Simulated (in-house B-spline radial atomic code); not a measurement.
# RPA and G0W0 on B3LYP (VWN-RPA): the molybdenum ion Mo⁶⁺

Configuration [Ar] 3d10 4s2 4p6, mean-field start B3LYP (VWN-RPA). Computed with a B-spline radial code for spherical atoms: all electrons, scalar-relativistic (spin-free one-electron X2C), finite nucleus, each spin shell either full or empty, empty states to l = 9 with an (l + 1/2)⁻⁴ tail; G0W0 by contour deformation at full frequency.

Command:
```bash
python run_gw.py task.json out
```
Settings (radii: box in bohr, nucleus in fm):
```
Z                        42
electrons                36
configuration            [Ar] 3d10 4s2 4p6
hamiltonian              x2c
method                   b3lyp
lmax                     9
rms_radius               4.4091
spin_polarised           False
box_radius               9.29
intervals                67
```

Run time, properties included: 1.1 s on 1 thread of AMD EPYC 9R45 96-Core Processor, with other jobs on the host.

Energies (hartree):

```csv
term,value
mean-field total,-4040.57514
Hartree-Fock functional on these orbitals,-4038.59209
direct second order,-3.0546
second-order exchange,0.87605
SOSEX correction,0.82145
```

(1) What is the RPA correlation energy, and what remains with SOSEX?

Quasi-particle levels (eV):

```tsv
level	occupied	mean field	Σx - vxc	Σc	QP weight	G0W0
4p	yes	-119.21	-6.84	?	?	?
3d	yes	-312.80	-22.83	6.79	0.932	-328.85
4d	no	-74.73	7.93	-2.32	0.972	-69.12
```

G0W0 = mean field + (Σx - vxc) + Σc, with Σc (partial-wave tail included) taken at the quasi-particle energy. Only the outer levels were computed. Levels of low weight are left out.

(2) Where does G0W0 put 4p?

## Answers

(1) RPA gives -2.7331 hartree (-2.07 eV per electron); RPA + SOSEX gives -1.9117, and the second-order doubles -2.1786 hartree (no singles). SOSEX takes back 30 % of the RPA value.

(2) At -126.80 eV, with Σc = -0.74 eV and a quasi-particle weight of 0.962. The tabulated removal energy is 125.638 ± 0.025 eV (NIST, semi-empirical); the calculation leaves out spin-orbit coupling, Breit and QED terms, and what these don't explain is the method's own error.
